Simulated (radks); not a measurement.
Q: These are the eigenvalues of the occupied orbitals of an atom or ion with whole-number occupations (eV). Method: scalar-relativistic Kohn-Sham, PBEsol, spin-polarised, spherical densities, finite nucleus; Fermi nuclear charge, rms radius of each element as measured or else 0.836 A^(1/3) + 0.57 fm; computed with a radial shooting solver on a logarithmic mesh with Libxc functionals.

orbital  eigenvalue
1s up     -24176.77
1s down   -24176.77
2s up     -3552.013
2s down   -3551.664
2p up     -3187.862
2p down   -3187.594
3s up     -660.9906
3s down   -660.7929
3p up     -541.3273
3p down   -541.1050
3d up     -351.1244
3d down   -350.7959
4s up     -111.0233
4s down   -109.6006
4p up      -76.6982
4p down    -75.2239
4d up      -27.9737
4d down    -26.5326

Which element is it, and in what charge state? The configuration may be excited. Open shells, if any, are filled with parallel spins first.

A: Z = 46, palladium, charge +2: Pd2+ in [Kr] 4d8. The list shows which subshells hold electrons but not how many an open one holds; the 1s level, -888.48 hartree, gives Z - s = 42.2 by -(Z - s)^2/2, which with screening and relativity narrows Z to a few neighbours, and the depths of the outer levels then fix element, charge and occupations together.
